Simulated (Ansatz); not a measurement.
Ligand exchange: SiH(CH3)(SiH3)F + C2H8SiTe → Si(CH3)(SiH3)2F + C2H6Te

Gas-phase species: SiH(CH3)(SiH3)F, singlet; C2H8SiTe `CC[Te][SiH3]`, singlet; Si(CH3)(SiH3)2F, singlet; C2H6Te `CC[TeH]`, singlet. The partners trade H for SiH3: Si–H and Te–SiH3 bonds give way to Si–SiH3 and Te–H.

Shapes, held fixed at every level: PBE0-D4/def2-TZVP. Flexible molecules stand in one conformer, not always the lowest. Programs: Ansatz 0.2.0. Electronic energies: no zero-point or thermal term.

| level | kind | ΔE (kJ/mol) | less CCSD(T)/def2-TZVPP |
| --- | --- | --- | --- |
| PBE-D4/def2-TZVPP | GGA | +50.5 | -8.2 |
| r2SCAN-D4/def2-TZVPP | meta-GGA | +57.6 | -1.1 |
| B3LYP-D4/def2-TZVPP | global hybrid | +56.8 | -1.9 |
| PBE0-D4/def2-TZVPP | global hybrid | +55.1 | -3.6 |
| wB97X-V/def2-TZVPP | range-separated hybrid | +57.3 | -1.4 |
| B2PLYP/def2-TZVPP | double hybrid | +62.8 | +4.1 |
| CCSD/def2-TZVPP | coupled cluster or CI | +59.3 | +0.6 |
| CCSD(T)/def2-TZVPP | coupled cluster or CI | +58.7 | 0.0 |

The highest level, CCSD(T)/def2-TZVPP, gives ΔE = +58.7 kJ/mol; the levels span +50.5 to +62.8. The column of differences is taken from that level and isn't an error. No measured value is set beside it here. For atoms past krypton def2 sets carry core potentials with scalar relativity. Outer-core shells of Te are correlated, in sets that cover them unevenly.
